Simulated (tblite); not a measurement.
Species: C3H7ClO3Si.
SMILES with atom numbers: `[CH3:1][O:2][Si@@H:3]([Cl:4])[O:5][CH2:6][CH:7]=[O:8]` (hydrogens: H9, H10, H11 on C1; H12 on Si3; H13, H14 on C6; H15 on C7)

Computed with GFN2-xTB (tblite), gas phase: L-BFGS steps from a force-field or distance-geometry start until the largest atomic force falls under 0.01 eV/Å.

At the end of the run (lengths in Å): Si3–Cl4 1.993, Si3–O5 1.614, O2–Si3 1.618, C7=O8 1.196, C1–O2 1.402, C7–H15 1.105, C6–H13 1.097, Si3–O5–C6 129.1°, C1–O2–Si3 130.2°, Cl4–Si3–O5 103.9°, O5–C6–C7 110.2°, C1–O2–Si3–Cl4 57°, O2–Si3–O5–C6 48°, Si3–O5–C6–C7 -171°, H9–C1–O2–Si3 66°, H12–Si3–O2–C1 -67°.

**Question.** These geometries were met on the way; a selection of coordinates is given. Order them by energy above the end point, lowest first.
A. Si3–Cl4 2.003, Si3–O5 1.627, O2–Si3 1.611, C7=O8 1.197, C1–O2 1.393, C7–H15 1.100, C6–H13 1.093, Si3–O5–C6 123.9°, C1–O2–Si3 134.7°, Cl4–Si3–O5 108.4°, O5–C6–C7 114.0°, C1–O2–Si3–Cl4 78°, O2–Si3–O5–C6 43°, Si3–O5–C6–C7 165°, H9–C1–O2–Si3 97°, H12–Si3–O2–C1 -44°
B. Si3–Cl4 1.985, Si3–O5 1.631, O2–Si3 1.625, C7=O8 1.191, C1–O2 1.401, C7–H15 1.097, C6–H13 1.096, Si3–O5–C6 113.7°, C1–O2–Si3 119.8°, Cl4–Si3–O5 111.2°, O5–C6–C7 118.4°, C1–O2–Si3–Cl4 76°, O2–Si3–O5–C6 39°, Si3–O5–C6–C7 175°, H9–C1–O2–Si3 96°, H12–Si3–O2–C1 -48°
C. Si3–Cl4 2.042, Si3–O5 1.624, O2–Si3 1.643, C7=O8 1.202, C1–O2 1.448, C7–H15 1.123, C6–H13 1.099, Si3–O5–C6 109.2°, C1–O2–Si3 117.1°, Cl4–Si3–O5 113.0°, O5–C6–C7 115.5°, C1–O2–Si3–Cl4 72°, O2–Si3–O5–C6 32°, Si3–O5–C6–C7 180°, H9–C1–O2–Si3 97°, H12–Si3–O2–C1 -49°
D. Si3–Cl4 2.099, Si3–O5 1.718, O2–Si3 1.704, C7=O8 1.244, C1–O2 1.383, C7–H15 1.065, C6–H13 1.134, Si3–O5–C6 105.8°, C1–O2–Si3 113.8°, Cl4–Si3–O5 112.6°, O5–C6–C7 110.4°, C1–O2–Si3–Cl4 73°, O2–Si3–O5–C6 31°, Si3–O5–C6–C7 180°, H9–C1–O2–Si3 99°, H12–Si3–O2–C1 -49°
E. Si3–Cl4 1.983, Si3–O5 1.625, O2–Si3 1.618, C7=O8 1.205, C1–O2 1.405, C7–H15 1.109, C6–H13 1.099, Si3–O5–C6 119.3°, C1–O2–Si3 128.6°, Cl4–Si3–O5 111.0°, O5–C6–C7 114.2°, C1–O2–Si3–Cl4 78°, O2–Si3–O5–C6 42°, Si3–O5–C6–C7 168°, H9–C1–O2–Si3 96°, H12–Si3–O2–C1 -44°

**Answer.** A (0.112 eV), E (0.191 eV), B (0.340 eV), C (0.571 eV), D (1.111 eV).

| step | E above end (eV) | rms distance from the end, all atoms (Å) | largest force (eV/Å) | rms shift of all bonds from the end (Å) |
| --- | --- | --- | --- | --- |
| 16 | 0.112 | 0.571 | 0.262 | 0.007 |
| 11 | 0.191 | 0.593 | 0.571 | 0.008 |
| 6 | 0.340 | 0.624 | 0.694 | 0.010 |
| 2 | 0.571 | 0.645 | 1.123 | 0.024 |
| 0 | 1.111 | 0.652 | 4.385 | 0.053 |

Rows stand in the order of the answer.
